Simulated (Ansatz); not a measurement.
`C[SiH2]/C=C/[SiH3]` → `[SiH3]/C=C/[SiH3]` + `[CH2]` (triplet) at 600 K and 1 bar (formal loss of a carbene).

Computed with Ansatz on PBE0-D4/def2-TZVP structures; ΔE is electronic, products minus reactants. CBS: MP2 limit from def2 TZ/QZ plus the TZ coupled-cluster correction, frozen cores. This one scheme is used for every species. Double bonds are as drawn, so ΔE can hold a change between cis and trans. Triplets are unrestricted, without spin–orbit coupling. Each species was taken in one conformer, which may not be the lowest.

```json
{"species": "`C[SiH2]/C=C/[SiH3]`", "CCSD(T)/CBS energy (Eh)": "-698.31764", "H − E (kJ/mol)": "372.2", "S (J/(mol·K))": "505.9"}
{"species": "`[SiH3]/C=C/[SiH3]`", "CCSD(T)/CBS energy (Eh)": "-659.04033", "H − E (kJ/mol)": "281.3", "S (J/(mol·K))": "438.6"}
{"species": "`[CH2]` (triplet)", "CCSD(T)/CBS energy (Eh)": "-39.09499", "H − E (kJ/mol)": "66.5", "S (J/(mol·K))": "220.8"}
```

H − E and S are ideal-gas, rigid-rotor, harmonic terms from PBE0-D4/def2-TZVP, for one conformer and one mirror image of each species, with the whole ground term of open shells counted as degenerate. 1 Eh = 2625.50 kJ/mol, R = 8.31446 J/(mol·K).

Question: By hand: ΔE, ΔH, ΔS and ΔG.

Answer: ΔE = (-659.04033) + (-39.09499) − (-698.31764) = 0.18232 Eh = 478.7 kJ/mol. Δ(H − E) = 281.3 + 66.5 − 372.2 = -24.4, so ΔH = 454.3 kJ/mol. ΔS = 438.6 + 220.8 − 505.9 = 153.5 J/(mol·K). ΔG = 454.3 − 600 × (153.5)/1000 = 362.2 kJ/mol.

Question: By hand: the equilibrium constant, and the temperature at which ΔG would vanish if ΔH and ΔS stayed fixed.

Answer: log₁₀ K = −ΔG/(RT ln 10) = -31.5. ΔG = 0 at ΔH/ΔS = 2960 K, far beyond where these terms or the molecules hold.

The number of gas molecules changes by +1, which sets the sign of ΔS. A doubt of 5 kJ/mol in ΔE shifts log₁₀ K by 0.4 here. Other conformers and mirror images would add mixing entropy, several J/(mol·K) or more a flexible species. A triplet takes part, so the spin changes. These are equilibria of isolated gas molecules and say nothing of rates. Largest T1 diagnostic: 0.012 (customary marks: 0.02 for closed shells, 0.045 for open ones).
